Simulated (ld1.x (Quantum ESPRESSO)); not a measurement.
## Before and after: PAW potential for Ne (Z = 10)

```json
{"Element": "neon", "Generator": "ld1.x (Quantum ESPRESSO) 7.5", "Type": "PAW", "Functional": "PBE", "Relativity": "non-relativistic", "Frozen core": "[He]", "Valence charge": "8", "Reference configuration": "2s2 2p6", "Partial waves": "2s (bound): rcut 0.40, rcutus 0.50 bohr; 2s channel at -1.85 Ry: rcut 0.40, rcutus 0.50 bohr; 2p (bound): rcut 0.90, rcutus 1.10 bohr; 2p channel at -0.55 Ry: rcut 0.90, rcutus 1.10 bohr", "Local potential": "all-electron potential smoothed inside 1.00 bohr (lloc = -1)", "Core correction": "Bessel-smoothed model core, default radius (core density twice the valence density)", "Augmentation charge": "PSQ, inside the norm-conserving radii"}
```

Change: all radii but the core radius scaled by about 1.36 (s 0.68, p 1.50 bohr, rcut 0.54/1.24); local potential all-electron potential smoothed inside 1.36 bohr (lloc = -1).

Cutoffs: the cutoffs (Ry, on a coarse ladder) from which the occupation-weighted sum of valence levels, in a spherical-Bessel basis at the reference potential, stays within 10 and 1 mRy of its value at 400 Ry; they do not see the model core or the augmentation charge, which bear on the density cutoff. Errors are all-electron minus pseudo energies relative to the spin-unpolarised reference configuration.

Q: How do hardness, ghosts and transferability respond?

A: The potential gets softer (160 Ry and 300 Ry → 50 Ry and 100 Ry); of the 6 tests that both files solve, the error grows in 6 and shrinks in 0 by more than 15 % and 0.3 meV (median size 16.5 → 24.0 meV); neither file shows a bound ghost. A larger radius leaves more room for a smooth pseudo-wave, so fewer plane waves are needed. More of the atom is replaced by a form fitted at one configuration, so other configurations suffer.

| quantity | base | changed |
| --- | --- | --- |
| cutoff, loose | 160 Ry | 50 Ry |
| cutoff, tight | 300 Ry | 100 Ry |
| loose cutoff by channel (10 mRy a level) | s 140 Ry, p 55 Ry | s 25 Ry, p 30 Ry |
| bound ghosts | none | none |
| error for 2s2 2p5, meV [ΔE 22.49 eV] | -3.2 | -5.6 |
| error for 2s2 2p4, meV [ΔE 65.77 eV] | -30 | -42 |
| error for 2s2 2p3, meV [ΔE 133.21 eV] | -106 | -142 |
| error for 2s2 2p2, meV [ΔE 227.83 eV] | -224 | -297 |
| error for 2s2 2p5.5, meV [ΔE 8.88 eV] | -0.3 | -0.9 |
| error for 2s1 2p6, meV [ΔE 45.75 eV] | -2.4 | -4.6 |
| lowest overlap eigenvalue by channel | s 0.69, p 0.91 | s 0.23, p 1.00 |
